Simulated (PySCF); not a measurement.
Work out the structure from these simulated measurements.

Formula: C2H7BCl2N2Si.

- 1H NMR: chemical shifts (computed TMS as zero) by class: 5.11 (1 H), 3.31 (2 H), 3.22 (2 H), 0.05 (2 H) ppm [GIAO PBE0/pcSseg-1]
- UV, first state: lowest singlet excitation: 3.75 eV (330 nm, f = 0.008) [TDDFT CAM-B3LYP/def2-SVPD]
- Rotational structure: rotational constants A, B, C: 2.039, 0.713, 0.621 GHz [PBE0-D3(BJ)/def2-SVP]
- Valence photoelectron: vertical ionisation energy: 8.68 eV [ΔSCF CAM-B3LYP/def2-SVPD]
- UV, strongest line: among the 10 lowest singlet transitions: S7 at 6.55 eV (189 nm, f = 0.052) [TDDFT CAM-B3LYP/def2-SVPD]
- Polarisability: 103.7 au [CAM-B3LYP/def2-SVPD]
- NMR, other nuclei: isotropic shieldings of nuclei other than C and H, by class: 25 (1 B), 240 (2 N), 378 (1 Si), 580 (2 Cl) ppm [GIAO PBE0/pcSseg-1]
- Dipole: 1.51 D [CAM-B3LYP/def2-SVPD]
- 13C NMR: chemical shifts (computed TMS as zero) by class: 47.0 (2 C) ppm [GIAO PBE0/pcSseg-1]
- Triplet: lowest triplet excitation (Tamm–Dancoff): 3.09 eV [TDA CAM-B3LYP/def2-SVPD]

Gas-phase values; electronic properties from PySCF, density fitting. Levels stand in brackets. Isolated species at its PBE0-D3(BJ)/def2-SVP geometry (one conformer only). Each NMR value is the plain mean over a class of atoms that symmetry, rotation or inversion makes alike.

Question: Propose a structure and show how it fits.

Answer: Numbering: `[Cl:1][B:2]([Cl:3])[SiH:4]1[NH:5][CH2:6][CH2:7][NH:8]1`. 2 carbons fall into 1 class: ring sp3 carbon bound to nitrogen [C6/C7] (47.0 ppm, 2 C). Hydrogen classes from least to most shielded: 1 H on an SiH silicon, Si4 (5.11 ppm), 2 H on 2 like atoms (sp3 carbon bound to nitrogen), C6/C7 (3.31 ppm), 2 H on 2 like atoms (sp3 carbon bound to nitrogen), C6/C7 (3.22 ppm), 2 H on 2 silicon-bound nitrogens, N5/N8 (0.05 ppm). The other shieldings belong to: 25 ppm, three-coordinate boron [B2]; 240 ppm, silicon-bound nitrogen [N5/N8]; 378 ppm, SiH silicon [Si4]; 580 ppm, chlorine bonded to B [Cl1/Cl3]. S1 is mainly HOMO→LUMO (weight 0.92); the largest Löwdin shares of the orbital it empties are 0.30 on a silicon-bound nitrogen, 0.14 on a silicon-bound nitrogen, 0.14 on the SiH silicon and 0.10 on the three-coordinate boron, of the orbital it fills 0.46 on the three-coordinate boron, 0.17 on a chlorine bonded to B, 0.15 on a chlorine bonded to B and 0.12 on the SiH silicon. The optimised geometry has point group C1 and is an asymmetric top. Structure: `ClB(Cl)[SiH]1NCCN1`. The assignments are read from this structure; whether some other isomer fits the data as well wasn't checked.
